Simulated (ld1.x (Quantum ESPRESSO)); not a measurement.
# Before and after: PAW potential for Ge (Z = 32)

```
Element                 : germanium (Ge)
Generator               : ld1.x (Quantum ESPRESSO) 7.5
Type                    : PAW
Functional              : PBEsol
Relativity              : scalar-relativistic
Frozen core             : [Ar]
Valence charge          : 14
Reference configuration : 3d10 4s2 4p1 (charge +1)
Partial waves           : 4s (bound): rcut 1.40, rcutus 1.80 bohr; 4s channel at -0.95 Ry: rcut 1.40, rcutus 1.80 bohr; 4p (bound): rcut 1.80, rcutus 1.95 bohr; 4p channel at 0.35 Ry: rcut 1.80, rcutus 1.95 bohr; 3d (bound): rcut 0.70, rcutus 0.75 bohr; 3d channel at 1.55 Ry: rcut 0.70, rcutus 0.75 bohr
Local potential         : all-electron potential smoothed inside 1.55 bohr (lloc = -1)
Core correction         : Bessel-smoothed model core, default radius (core density twice the valence density)
Augmentation charge     : BESSEL, radius 0.75 bohr
```

Change: waves 3d (bound): rcut 0.70, rcutus 0.82 bohr; 3d channel at 1.55 Ry: rcut 0.70, rcutus 0.82 bohr.

Cutoffs: the cutoffs (Ry, on a coarse ladder) from which the occupation-weighted sum of valence levels, in a spherical-Bessel basis at the reference potential, stays within 10 and 1 mRy of its value at 400 Ry; they do not see the model core or the augmentation charge, which bear on the density cutoff. Errors are all-electron minus pseudo energies relative to the spin-unpolarised reference configuration.

Task: How do hardness, ghosts and transferability respond?

Result: Of the 7 tests that both files solve, the error grows in 0 and shrinks in 2 by more than 15 % and 0.3 meV (median size 7.2 → 5.4 meV); neither file shows a bound ghost.

| quantity | base | changed |
| --- | --- | --- |
| cutoff, loose | 300 Ry | 230 Ry |
| cutoff, tight | over 300 Ry | over 300 Ry |
| loose cutoff by channel (10 mRy a level) | s 6 Ry, p 6 Ry, d 180 Ry | s 6 Ry, p 6 Ry, d 140 Ry |
| bound ghosts | none | none |
| error for 3d10 4s2 4p2, meV [ΔE -7.45 eV] | +1.0 | +1.0 |
| error for 3d10 4s2 4p0, meV [ΔE 15.45 eV] | -2.0 | -1.9 |
| error for 3d10 4s1 4p0, meV [ΔE 50.24 eV] | -7.2 | -5.4 |
| error for 3d9 4s2 4p3, meV [ΔE 22.17 eV] | -188 | -181 |
| error for 3d10 4s0 4p0, meV [ΔE 96.37 eV] | -26 | -18 |
| error for 3d9 4s2 4p2, meV [ΔE 31.24 eV] | -199 | -192 |
| error for 3d10 4s1 4p3, meV [ΔE 0.53 eV] | +0.2 | +0.2 |
| s: phases at 2.15 bohr within 0.05 rad from the reference energy up to (Ry; the scan ends near 5) | 3.9 | 3.9 |
| p: phases at 2.15 bohr within 0.05 rad from the reference energy up to (Ry; the scan ends near 5) | to the end of the scan | to the end of the scan |
| d: phases at 2.15 bohr within 0.05 rad from the reference energy up to (Ry; the scan ends near 5) | to the end of the scan | to the end of the scan |
| lowest overlap eigenvalue by channel | s 0.38, p 0.60, d 1.00 | s 0.38, p 0.60, d 1.00 |
